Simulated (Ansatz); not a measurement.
Geometry optimisation, RKS B3LYP/def2-SVP in Ansatz 0.2.0.

Input:

```yaml
crystal:
  periodic: [false, false, false]
  atoms:
    - { symbol: Sn, position_ang: [-0.029382, 0.18928, -1.05393] }
    - { symbol: O, position_ang: [1.40064, 0.196773, 1.741602] }
    - { symbol: H, position_ang: [0.838713, -0.446043, 2.199409] }
    - { symbol: H, position_ang: [1.90418, -0.359639, 1.103586] }
    - { symbol: H, position_ang: [-1.334887, 1.312531, -0.586613] }
    - { symbol: H, position_ang: [-0.889565, -1.174303, -0.253553] }
basis:
  gaussian: { orbitals: def2-SVP }
hamiltonian:
  xc: b3lyp
relax:
  f_tol: 0.03
  max_steps: 50
```

Run as:

```bash
$ ansatz run input.yaml --threads 1 --pin off --max-ram 2048MiB --backend cpu --events-out ev --progress --plain --runs-dir out
```

Question: Where does it end, and by what steps?

Answer: The forces met the threshold. The force dipped under the threshold on the way, but the program's further checks kept it going. After 15 steps the energy has fallen by 0.369 eV; H3 moved furthest, 0.79 Å.

```json
{"step": "0", "energy less start (eV)": "0.0000", "largest force component (eV/Å)": "1.011", "accepted": "yes"}
{"step": "1", "energy less start (eV)": "-0.1038", "largest force component (eV/Å)": "1.988", "accepted": "yes"}
{"step": "2", "energy less start (eV)": "-0.1748", "largest force component (eV/Å)": "2.059", "accepted": "yes"}
{"step": "3", "energy less start (eV)": "-0.2889", "largest force component (eV/Å)": "1.272", "accepted": "yes"}
{"step": "4", "energy less start (eV)": "-0.3434", "largest force component (eV/Å)": "0.386", "accepted": "yes"}
{"step": "5", "energy less start (eV)": "-0.3526", "largest force component (eV/Å)": "0.136", "accepted": "yes"}
{"step": "6", "energy less start (eV)": "-0.3606", "largest force component (eV/Å)": "0.154", "accepted": "yes"}
{"step": "7", "energy less start (eV)": "-0.3634", "largest force component (eV/Å)": "0.017", "accepted": "yes"}
{"step": "8", "energy less start (eV)": "-0.3279", "largest force component (eV/Å)": "1.046", "accepted": "no"}
{"step": "9", "energy less start (eV)": "-0.3640", "largest force component (eV/Å)": "0.030", "accepted": "yes"}
{"step": "10", "energy less start (eV)": "-0.3644", "largest force component (eV/Å)": "0.157", "accepted": "yes"}
{"step": "11", "energy less start (eV)": "-0.3667", "largest force component (eV/Å)": "0.028", "accepted": "yes"}
{"step": "12", "energy less start (eV)": "-0.3669", "largest force component (eV/Å)": "0.063", "accepted": "yes"}
{"step": "13", "energy less start (eV)": "-0.3504", "largest force component (eV/Å)": "0.861", "accepted": "no"}
{"step": "14", "energy less start (eV)": "-0.3681", "largest force component (eV/Å)": "0.034", "accepted": "yes"}
{"step": "15", "energy less start (eV)": "-0.3686", "largest force component (eV/Å)": "0.005", "accepted": "yes"}
```

```xyz
6
Properties=species:S:1:pos:R:3
Sn 0.049 0.211 -0.943
O 1.287 0.180 1.185
H 0.591 0.222 1.859
H 1.726 -0.672 1.328
H -1.133 1.125 0.057
H -0.630 -1.347 -0.336
```

Whether the end is a true minimum wasn't checked by a vibrational analysis.

The run took 26 s on 1 thread of Arm Neoverse V2 (shared host), peak memory 0.11 GiB.
